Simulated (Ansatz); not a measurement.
LiBe-, closed-shell singlet (lowest of 2S+1 = 1, 3 at CCSD(T)/def2-TZVPP on PBE0 minima; our sources give no spin for the ground state, which may be another), most abundant isotopes (7.0160 and 9.0122 u). Constants from fifth-degree fits in 1/R to seven points on the lowest solution found; no spin–orbit coupling, no relativity up to Kr; ω_e x_e and α_e move by some per cent with the fit.

Cores are frozen in the correlated methods. CBS(a, b) extrapolates the correlation energy as X⁻³ and adds the Hartree–Fock energy of set b.

Programs: Ansatz (Gaussian orbitals). Each number belongs to the level named beside it.

```json
[
 {"level": "PBE/def2-TZVPP", "r_e (Å)": "2.9223", "ω_e (cm⁻¹)": "218.4", "ω_e x_e (cm⁻¹)": "4.11", "α_e (cm⁻¹)": "0.0139"},
 {"level": "CCSD(T)/CBS(aug-cc-pVQZ, aug-cc-pV5Z)", "r_e (Å)": "2.8613", "ω_e (cm⁻¹)": "225.7", "ω_e x_e (cm⁻¹)": "5.73", "α_e (cm⁻¹)": "0.0164"}
]
```

Derive the rotational constants, the centrifugal constant, the fundamental, the zero-point energy and the force constant.


μ = 3.94489 u.
- PBE/def2-TZVPP: B_e = 16.8576/(μ r_e²) = 0.50038 cm⁻¹; B₀ = B_e − α_e/2 = 0.49343 cm⁻¹; D = 4B_e³/ω_e² = 1.05e-05 cm⁻¹; fundamental ω_e − 2ω_e x_e = 210 cm⁻¹; zero-point energy ω_e/2 − ω_e x_e/4 = 108 cm⁻¹; k = μ(2πcω_e)² = 11.1 N/m; the line J = 1 ← 0 at 2B₀ = 29.59 GHz
- CCSD(T)/CBS(aug-cc-pVQZ, aug-cc-pV5Z): B_e = 16.8576/(μ r_e²) = 0.52197 cm⁻¹; B₀ = B_e − α_e/2 = 0.51375 cm⁻¹; D = 4B_e³/ω_e² = 1.12e-05 cm⁻¹; fundamental ω_e − 2ω_e x_e = 214 cm⁻¹; zero-point energy ω_e/2 − ω_e x_e/4 = 111 cm⁻¹; k = μ(2πcω_e)² = 11.8 N/m; the line J = 1 ← 0 at 2B₀ = 30.80 GHz

Doubts at one or more of the structures used: T1 above 0.05 (CCSD(T)/CBS(aug-cc-pVQZ, aug-cc-pV5Z)); a restricted determinant that unrestricted orbitals would lower (CCSD(T)/CBS(aug-cc-pVQZ, aug-cc-pV5Z)).

Ansatz is an electronic-structure program.
